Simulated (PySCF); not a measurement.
Isomers C6H9OP:

A. `O(C)C1C=CPC=C1`
B. `COC1=C(C)P1C=C`
C. `C(#C)P1CC(OC)C1`

Spectrum 1. ¹³C{¹H} NMR (computed): δ 142.5 (CH), 130.4 (CH), 83.1 (CH), 60.0 (CH3).

Spectrum 2. ¹³C{¹H} NMR (computed): δ 100.4 (CH), 92.9 (C), 80.9 (CH), 56.6 (CH3), 36.0 (CH2).

Spectrum 3. ¹³C{¹H} NMR (computed): δ 166.7 (CH), 150.5 (C), 132.5 (CH2), 89.2 (C), 61.7 (CH3), 12.8 (CH3).

How the numbers were obtained: geometry from GFN2-xTB, shielding tensors at PBE0/pcSseg-1 (GIAO), in PySCF (no relativistic terms, isolated molecule, one conformer, averaged over atoms made equivalent by symmetry, fast rotation or ring inversion).

Chemical shifts δ = σref − σ; ¹³C (186.93 ppm) vs TMS, all at this level. Splittings of carbon signals by F and P are missing where no couplings were computed. Shifts are as computed. Against solution values, carbons near 30 ppm lie about +3 ppm off and those near 130 ppm about +5 ppm. Of 1211 compounds with measured shifts, 218 miss one by over three times the rms of a fit or turn the order of signals round; such compounds aren't used in these exercises.

**Question.** Which spectrum belongs to which compound?

**Answer.** 1–A, 2–C, 3–B.

- Spectrum 1 (A): 4 ¹³C signals; δC 142.5 is an alkene CH; δC 130.4 is an alkene CH.
- Spectrum 2 (C): 5 ¹³C signals; δC 100.4 is a terminal alkyne carbon; δC 92.9 is an alkyne carbon.
- Spectrum 3 (B): 6 ¹³C signals; δC 150.5 is an alkene carbon bearing oxygen; δC 132.5 is a terminal =CH2 carbon.
